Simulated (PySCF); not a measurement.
**Trend along the fifth-period p block: MAl anions**

PBE0 with double-zeta basis sets in PySCF, for the lowest determinant that a PBE0 search found; no spin–orbit coupling. De refers to high-spin ground-configuration atoms (the charge goes to the atom of lower measured ionisation energy or higher electron affinity, which is not always the lowest computed limit). A positive dipole points towards Al; it is taken about the centre of mass and depends on that origin.

| M | basis | charged atom | state (unpaired electrons) | Re (Å) | ωe (cm⁻¹) | De (eV) | μ (D) |
| --- | --- | --- | --- | --- | --- | --- | --- |
| In | def2-SVPD | Al− | quartet (σ ↑, π ↑↑) | 2.694 | 245 | n/a | -4.07 |
| Te | def2-SVPD | Te− | singlet (closed shell) | 2.464 | 368 | 3.74 | -2.36 |
| I | def2-SVPD | I− | doublet (π ↑) | 2.802 | 198 | 1.13 | -4.89 |

The shortest bond is that of AlTe⁻ (2.464 Å), the longest that of AlI⁻ (2.802 Å).

The state changes along the series, so neighbouring rows are not always alike in their bonding.

These are scalar-relativistic numbers at best; spin–orbit coupling would shift them, the dissociation energy most. For an ion De counts to the pair picked by the measured ionisation energies or electron affinities, which need not be the lowest pair at this level. The highest Kohn–Sham level is positive in some of these anions. Much of that is self-interaction error, but it also means that the finite basis helps to hold the extra electron. States were picked by a PBE0 search and need not be the measured ground states.
